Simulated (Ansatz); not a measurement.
GeMe2(NEt2)2 (C10H26GeN2), relaxed as a singlet with RKS PBE-D4/def2-SVP in Ansatz, starting from the GFN2-xTB geometry. Force threshold 0.03 eV/Å.

Start:

```csv
atom,x (Å),y (Å),z (Å)
Ge1,0.6667,0.6605,-0.4722
C2,2.6616,0.5618,-0.3612
H3,3.1057,0.6449,-1.3480
H4,2.9965,-0.3662,0.0908
H5,3.0257,1.3890,0.2413
C6,0.1373,2.2188,-1.6079
H7,-0.9286,2.4140,-1.5499
H8,0.3935,2.0095,-2.6424
H9,0.6689,3.1159,-1.3065
N10,-0.1755,0.8512,1.1488
C11,-0.1474,-0.2249,2.1128
C12,1.0350,-0.1527,3.0815
C13,-0.6841,2.1125,1.6369
C14,-2.2133,2.1786,1.6014
H15,-0.0874,-1.1632,1.5546
H16,-1.0822,-0.2324,2.6844
H17,1.9691,-0.1556,2.5243
H18,0.9936,0.7559,3.6780
H19,1.0207,-1.0074,3.7538
H20,-0.3407,2.2927,2.6624
H21,-0.2857,2.9143,1.0107
H22,-2.5653,2.0165,0.5850
H23,-2.6469,1.4128,2.2397
H24,-2.5569,3.1516,1.9445
N25,0.0558,-0.9469,-1.1070
C26,-1.3626,-1.2206,-1.1445
C27,-2.0132,-0.8867,-2.4885
C28,0.9017,-1.9434,-1.7214
C29,1.2135,-3.1113,-0.7814
H30,-1.8350,-0.6162,-0.3651
H31,-1.5441,-2.2754,-0.9085
H32,-1.8505,0.1618,-2.7270
H33,-1.5866,-1.4907,-3.2862
H34,-3.0828,-1.0785,-2.4448
H35,0.4300,-2.3309,-2.6318
H36,1.8416,-1.4692,-2.0138
H37,1.6980,-2.7399,0.1192
H38,0.3007,-3.6261,-0.4915
H39,1.8731,-3.8239,-1.2707
```

**Question.** Estimate the energy that the relaxation releases and the steps that it takes.

**Answer.** 0.29 eV, in 7 steps; 32 s on 2 threads of AMD EPYC 7R13 on a shared host and a share (18 GiB) of an NVIDIA H100 80GB HBM3. The force fell under the threshold at step 4, but the optimiser went on and released 0.003 eV more. No frequencies were taken in this run, so the end may be a saddle point.

**Question.** Does the start keep its bonding and symmetry?

**Answer.** By distances, no bond broke or formed. The bond that changes most is Ge1–C2, from 2.00 to 1.97 Å (atoms count from 1).

**Question.** Predict the relaxed structure.

**Answer.** 
```xyz
39

Ge    0.7021    0.6947   -0.4965
C     2.6617    0.5314   -0.4112
H     3.1126    0.4832   -1.4227
H     2.9594   -0.3739    0.1528
H     3.0714    1.4182    0.1111
C     0.1511    2.2522   -1.5656
H    -0.9513    2.3586   -1.5661
H     0.4888    2.1055   -2.6103
H     0.5973    3.1921   -1.1837
N    -0.0892    0.8797    1.1741
C    -0.0223   -0.2211    2.1220
C     1.1070   -0.1081    3.1556
C    -0.7135    2.1090    1.6359
C    -2.2481    2.0854    1.5984
H     0.0948   -1.1665    1.5461
H    -0.9983   -0.3239    2.6555
H     2.1006   -0.1104    2.6617
H     1.0287    0.8318    3.7414
H     1.0795   -0.9519    3.8765
H    -0.3777    2.3454    2.6749
H    -0.3514    2.9606    1.0214
H    -2.6155    1.9669    0.5581
H    -2.6534    1.2401    2.1926
H    -2.6786    3.0217    2.0132
N     0.0519   -0.9054   -1.1765
C    -1.3846   -1.1307   -1.2126
C    -2.0352   -0.8703   -2.5780
C     0.8987   -1.9612   -1.7063
C     1.1439   -3.1219   -0.7320
H    -1.8572   -0.4783   -0.4442
H    -1.6167   -2.1745   -0.8892
H    -1.9100    0.1892   -2.8823
H    -1.5799   -1.5003   -3.3706
H    -3.1218   -1.0968   -2.5568
H     0.4597   -2.3648   -2.6505
H     1.8774   -1.5326   -2.0107
H     1.6884   -2.7730    0.1697
H     0.1878   -3.5703   -0.3904
H     1.7419   -3.9299   -1.2048
```
Bond lengths: 4 × C–N 1.45 Å; 4 × C–C 1.53 to 1.54 Å; 2 × C–Ge 1.97 Å; 2 × Ge–N 1.86 Å; 26 × C–H 1.11 to 1.12 Å.
